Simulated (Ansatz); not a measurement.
Geometry optimisation, RKS B3LYP-D4/STO-3G (Ansatz).

Input file:

```yaml
crystal:
  periodic: [false, false, false]
  atoms:
    - { symbol: C, position_ang: [-0.08287, 1.00581, -0.09912] }
    - { symbol: Al, position_ang: [0.07909, -1.02496, 0.10188] }
    - { symbol: F, position_ang: [1.63063, -1.49271, 0.0454] }
    - { symbol: F, position_ang: [-1.36973, -1.73147, 0.27301] }
    - { symbol: H, position_ang: [-0.05938, 1.71654, 0.74059] }
    - { symbol: H, position_ang: [0.10838, -2.53659, -0.19088] }
total_charge: 1
basis:
  gaussian: { orbitals: STO-3G }
hamiltonian:
  xc: b3lyp
  dispersion: d4
relax:
  f_tol: 0.02
  max_steps: 50
output:
  orbitals: {}
```

Run as:

```bash
$ ansatz run input.yaml --threads 1 --pin off --max-ram 2048MiB --backend cpu --events-out ev --progress --plain --runs-dir out
```

Question: Where does it end, and by what steps?

Answer: It converged. Limits of this set-up: minimal basis, the dipole of an ion depends on the origin. After 10 steps the energy has fallen by 5.047 eV; F3 moved furthest, 0.63 Å. Parted: Al2–H6.

```json
{"step": "0", "energy less start (eV)": "0.0000", "largest force component (eV/Å)": "5.449", "accepted": "yes"}
{"step": "1", "energy less start (eV)": "-0.5614", "largest force component (eV/Å)": "3.797", "accepted": "yes"}
{"step": "2", "energy less start (eV)": "-1.5365", "largest force component (eV/Å)": "4.464", "accepted": "yes"}
{"step": "3", "energy less start (eV)": "-2.9741", "largest force component (eV/Å)": "4.998", "accepted": "yes"}
{"step": "4", "energy less start (eV)": "-4.1602", "largest force component (eV/Å)": "2.909", "accepted": "yes"}
{"step": "5", "energy less start (eV)": "-4.7959", "largest force component (eV/Å)": "2.659", "accepted": "yes"}
{"step": "6", "energy less start (eV)": "-4.8406", "largest force component (eV/Å)": "3.350", "accepted": "yes"}
{"step": "7", "energy less start (eV)": "-5.0248", "largest force component (eV/Å)": "0.435", "accepted": "yes"}
{"step": "8", "energy less start (eV)": "-5.0379", "largest force component (eV/Å)": "0.261", "accepted": "yes"}
{"step": "9", "energy less start (eV)": "-5.0455", "largest force component (eV/Å)": "0.091", "accepted": "yes"}
{"step": "10", "energy less start (eV)": "-5.0467", "largest force component (eV/Å)": "0.018", "accepted": "yes"}
```

```xyz
6
Properties=species:S:1:pos:R:3
C -0.125 1.257 -0.146
Al 0.062 -0.653 0.291
F 1.184 -1.917 -0.107
F -0.928 -2.066 0.100
H -0.041 1.839 0.845
H 0.155 -2.523 -0.112
```

Whether the end is a true minimum wasn't checked by a vibrational analysis.

Run time: 13 s on 1 thread of Arm Neoverse V2, with other jobs on the host, peak memory 0.11 GiB.
